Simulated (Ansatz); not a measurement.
Reaction (substitution at a C–N bond): `CC(C)[NH][In]([Cl])[Cl]` + `[OH][Sn][F]` → `CC(C)[O][Sn][F]` + `[NH2][In]([Cl])[Cl]`

Gas-phase electronic energies from Ansatz, PBE0-D4/def2-TZVP geometries. CCSD(T)/CBS is the MP2 limit (def2-TZVPP, def2-QZVPP) plus CCSD(T) − MP2 in def2-TZVPP, frozen cores. Elements past krypton have def2 core potentials. For In, Sn outer-core shells are correlated without core-valence functions, which leaves a few kJ/mol of doubt a bond. One conformer a species, not always the lowest.

| species | HF/def2-QZVPP energy (Eh) |
| --- | --- |
| `CC(C)[NH][In]([Cl])[Cl]` | -1281.16784 |
| `[OH][Sn][F]` | -388.39618 |
| `CC(C)[O][Sn][F]` | -505.54053 |
| `[NH2][In]([Cl])[Cl]` | -1164.02841 |

(1) Work out ΔE.

Largest T1 diagnostic among the species: 0.018.

Results:

(1) ΔE = (-505.54053) + (-1164.02841) − (-1281.16784) − (-388.39618) = -0.00492 Eh = -12.9 kJ/mol. CCSD(T)/CBS gives +2.0 kJ/mol.

In def2-TZVPP, CCSD(T) changes the Hartree–Fock value by +13.5 kJ/mol (the triples alone add +1.3 kJ/mol) and MP2 by +17.8 kJ/mol.
